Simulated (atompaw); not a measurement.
## An all-electron radial function and its pseudo partner (silver (Ag))

Columns: radius, all-electron u(r) and pseudo u(r) of the 4p shell (level -73.81 eV) of silver in the configuration [Ar] 3d10 4s2 4p6 4d9.5 5s0 5p0; LDA (PW92), scalar-relativistic, PAW (atompaw) scheme, atompaw 4.2.0.5.

```tsv
r (bohr)	all-electron	pseudo
0.067	0.4084	0.0246
0.135	0.0366	0.0974
0.202	-0.4496	0.2093
0.269	-0.6239	0.3502
0.337	-0.4965	0.5100
0.404	-0.2031	0.6700
0.471	0.1417	0.8201
0.538	0.4651	0.9498
0.606	0.7342	1.0533
0.673	0.9287	1.1242
0.740	1.0554	1.1642
0.808	1.1238	1.1760
0.875	1.1435	1.1637
0.942	1.1276	1.1326
1.010	1.0854	1.0857
1.077	1.0270	1.0270
1.144	0.9583	0.9583
1.212	0.8834	0.8834
1.279	0.8082	0.8082
1.346	0.7341	0.7341
1.413	0.6629	0.6629
1.481	0.5948	0.5948
1.548	0.5323	0.5323
1.615	0.4747	0.4747
1.683	0.4213	0.4213
1.750	0.3737	0.3737
```

(1) How many radial nodes do the two functions have?

(2) At about which radius was the pseudo-wave matched?

(3) Is the pseudo-wave norm-conserving?

Answers

(1) The all-electron 4p function has n − l − 1 = 2; the pseudo-wave has 0, since the states of the same l below it are removed with the core.

(2) 1.05 bohr, where the columns begin to agree (steps of 0.07 bohr).

(3) No, it belongs to a PAW set: the norm inside the radius is not constrained, and the difference is carried by the augmentation charge.
